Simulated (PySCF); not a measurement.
Compound: thiepane, C₆H₁₂S.
Numbering: `[CH2:1]1[CH2:2][CH2:3][CH2:4][S:5][CH2:6][CH2:7]1` (hydrogens: H8, H9 on C1; H10, H11 on C2; H12, H13 on C3; H14, H15 on C4; H16, H17 on C6; H18, H19 on C7)

Jobs on this species (19 atoms, 64 electrons) with PySCF (density fitting). Hardware of each: an Intel Xeon Platinum 8488C with one thread (shared host). Other jobs ran on the host; a repeat could differ by tens of per cent or more. Peak memory is the resident size of the whole Python process, interpreter and libraries included.

| level and settings | work | basis functions | SCF cycles | wall time | peak memory |
| --- | --- | --- | --- | --- | --- |
| PBE0/def2-SVPD, start guess sap | 6 singlets by TDA, 2 Tamm–Dancoff triplets, polarisability | 243 | ? | ? | ? |
| CAM-B3LYP/pcSseg-1, level shift 0.1 Eh | spin–spin couplings from 18 perturbed nuclei, spin–dipole term left out | 186 | ? | ? | ? |
| KT2/STO-3G, energy threshold 1e-06 Eh | spin–spin couplings from 18 perturbed nuclei, spin–dipole term left out | 51 | 7 | 6.7 s | 0.70 GiB |
| X3LYP/pcSseg-1, level shift 0.2 Eh | 3 singlets by TDA, polarisability | 186 | 11 | 26 s | 0.82 GiB |
| CAM-B3LYP/pcSseg-1, start guess atom | shieldings, ring-centre shieldings, charges and field gradients | 186 | 10 | 40 s | 1.1 GiB |
| PBE0/def2-SVPD | 6 singlets by full TDDFT, 2 Tamm–Dancoff triplets, polarisability | 243 | 14 | 47 s | 0.96 GiB |
| BHandHLYP/def2-SVPD, IEF-PCM methanol, level shift 0.1 Eh | 12 singlets by TDA, 2 Tamm–Dancoff triplets, polarisability | 243 | 10 | 48 s | 1.1 GiB |
| PBE0/pcSseg-1 | shieldings, ring-centre shieldings, charges and field gradients | 186 | 13 | 27 s | 0.85 GiB |

Fill in the missing figures.

- PBE0/def2-SVPD, start guess sap; 6 singlets by TDA, 2 Tamm–Dancoff triplets, polarisability: 48 s, 1.1 GiB, 15 SCF cycles
- CAM-B3LYP/pcSseg-1, level shift 0.1 Eh; spin–spin couplings from 18 perturbed nuclei, spin–dipole term left out: 60 s, 1.0 GiB, 10 SCF cycles

What do all jobs in the table cost together?

About 5.0 min; the longest takes about 20 % of that, and about 9 times as long as the shortest.
